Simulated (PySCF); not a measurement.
**Ionisation energy of Sr³⁶⁺ by level of theory**

Sr³⁶⁺ 1s2 (1S) → Sr³⁷⁺ 1s1 (2S), as a difference of total energies. Calculation: PySCF 2.14, in an uncontracted even-tempered set (15 s from 56 bohr⁻², ratio 2.2; 7 p from 85 bohr⁻², ratio 2.4; 4 d from 260 bohr⁻², ratio 2.4; 3 f from 380 bohr⁻², ratio 2.4; 3 g from 580 bohr⁻², ratio 2.4); the non-relativistic Hamiltonian (point nucleus). Correlated levels: nothing frozen; virtual orbitals above 40 to 60 times the deepest correlated orbital energy dropped. The calculations carry no spin-orbit coupling.

```tsv
method	ionisation energy (eV)
UHF	19003.4
MP2 (all electrons)	19004.6
SCS-MP2 (all electrons)	19004.8
CCSD (all electrons)	19004.6
```

The gap to the reference is mostly relativistic.

With two correlated electrons CCSD is exact in that space.

For comparison: 19345.6 eV (theoretical estimate listed by NIST; NIST Atomic Spectra Database, ionization energies).
